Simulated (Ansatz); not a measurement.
(CuCl)n off (charge -1): r2SCAN-D4/def2-TZVPD single points in Ansatz on relaxed structures, gas phase. Each cluster is the lowest isomer that a short search found in that spin, judged at the geometry's level, and lower ones may exist. HOMO and LUMO are taken over both spins. Singlets are spin-restricted. The spins of the ions were chosen, not always searched. A dash marks a value that wasn't run or was left out as unsound. The structures are stationary points that may keep the symmetry of their start. Remarks come from the PBE and PBE0 runs and from stability tests at other levels; not every state was tested. A HOMO above zero means that the electron is unbound at that level and held by the basis, or that self-interaction error raises the level; the energy of removing that electron tells which. HOMO above LUMO (over both spins in singlets and doublets, within one spin in higher multiplets; at PBE or PBE0), or a gap under 0.15 eV within one spin, warns that the state may not be the lowest or that an electron is smeared out.

```json
{"species": "CuCl2⁻", "atoms": "3", "state": "singlet", "geometry": "B3LYP-D4/def2-TZVPD", "HOMO (eV)": "-0.78", "vertical IE (eV)": "4.09", "lowest of the spins relaxed": "singlet, of singlet/triplet", "point group (within 0.1 Å)": "D∞h", "remarks": "gap within one spin near zero at PBE or PBE0 (neutral doublet), HOMO above zero (triplet), HOMO above zero (quintet), gap within one spin near zero at PBE or PBE0 (quintet)"}
{"species": "Cu2Cl2⁻", "atoms": "4", "state": "doublet; oxidised ion singlet", "geometry": "r2SCAN-D4/def2-SVPD", "HOMO (eV)": "-0.04", "vertical IE (eV)": "2.37", "lowest of the spins relaxed": "doublet, of doublet/quartet", "point group (within 0.1 Å)": "Cs", "remarks": "HOMO above zero at PBE or PBE0, HOMO above zero (quartet)"}
{"species": "Cu3Cl4⁻", "atoms": "7", "state": "singlet", "geometry": "PBE-D4/def2-SVPD", "HOMO (eV)": "-2.30", "vertical IE (eV)": "–", "lowest of the spins relaxed": "–", "point group (within 0.1 Å)": "C2", "remarks": "–"}
```
